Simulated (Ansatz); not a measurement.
B₉N₉⁺ (started as a model of: (BN)9 cage of four- and six-membered rings). Total charge 1; doublet. Geometry PBE-D4/def2-SVP, that of the neutral singlet; atoms count from 1.

| atom | x (Å) | y (Å) | z (Å) |
| --- | --- | --- | --- |
| B1 | -1.325 | 0.132 | -1.460 |
| N2 | -1.757 | 0.947 | -0.301 |
| B3 | -0.480 | 1.617 | -0.735 |
| N4 | -0.311 | 0.994 | -2.094 |
| B5 | 0.466 | -0.250 | -1.763 |
| N6 | -0.671 | -1.197 | -1.480 |
| B7 | -0.651 | -1.717 | -0.125 |
| N8 | -1.676 | -1.351 | 0.913 |
| B9 | -1.596 | 0.151 | 0.903 |
| N10 | -0.506 | 0.358 | 1.921 |
| B11 | -0.401 | -1.084 | 1.602 |
| N12 | 0.580 | -1.785 | 0.741 |
| B13 | 0.658 | 1.033 | 1.373 |
| N14 | 0.634 | 1.910 | 0.149 |
| N15 | 1.720 | -0.233 | -1.030 |
| B16 | 1.604 | -0.834 | 0.346 |
| N17 | 1.987 | 0.357 | 1.180 |
| B18 | 1.725 | 0.952 | -0.142 |

**Question.** Estimate the Mulliken populations from the PBE0/def2-SVP orbitals of Ansatz.

**Answer.** 
| atom | charge (e) | spin (α − β) |
| --- | --- | --- |
| B1 | 0.17 | -0.02 |
| N2 | -0.07 | 0.04 |
| B3 | 0.18 | -0.02 |
| N4 | -0.05 | 0.30 |
| B5 | 0.18 | -0.02 |
| N6 | -0.07 | 0.04 |
| B7 | 0.18 | -0.02 |
| N8 | -0.05 | 0.30 |
| B9 | 0.18 | -0.02 |
| N10 | -0.07 | 0.04 |
| B11 | 0.17 | -0.02 |
| N12 | -0.07 | 0.04 |
| B13 | 0.18 | -0.02 |
| N14 | -0.07 | 0.04 |
| N15 | -0.07 | 0.04 |
| B16 | 0.18 | -0.02 |
| N17 | -0.05 | 0.30 |
| B18 | 0.17 | -0.02 |
Mulliken values depend strongly on the basis.

**Question.** Where does the spin sit?

**Answer.** Summed by element: B -0.17, N 1.17, of 1 unpaired in all. Largest on single atoms: N8 0.30, N4 0.30, N17 0.30.

**Question.** And the Mayer bond orders between heavy atoms (over 0.3)?

**Answer.** B1–N2 1.02 (1.48 Å); B1–N4 0.93 (1.47 Å); B1–N6 1.02 (1.48 Å); N2–B3 1.07 (1.51 Å); N2–B9 1.15 (1.45 Å); B3–N4 1.01 (1.50 Å); B3–N14 1.15 (1.45 Å); N4–B5 1.01 (1.50 Å); B5–N6 1.07 (1.51 Å); B5–N15 1.15 (1.45 Å); N6–B7 1.15 (1.45 Å); B7–N8 1.01 (1.50 Å); B7–N12 1.07 (1.51 Å); N8–B9 1.01 (1.50 Å); N8–B11 0.93 (1.47 Å); B9–N10 1.07 (1.51 Å); N10–B11 1.02 (1.48 Å); N10–B13 1.15 (1.45 Å); B11–N12 1.02 (1.48 Å); N12–B16 1.15 (1.45 Å); B13–N14 1.07 (1.51 Å); B13–N17 1.01 (1.50 Å); N14–B18 1.02 (1.48 Å); N15–B16 1.07 (1.51 Å); N15–B18 1.02 (1.48 Å); B16–N17 1.01 (1.50 Å); N17–B18 0.93 (1.47 Å).
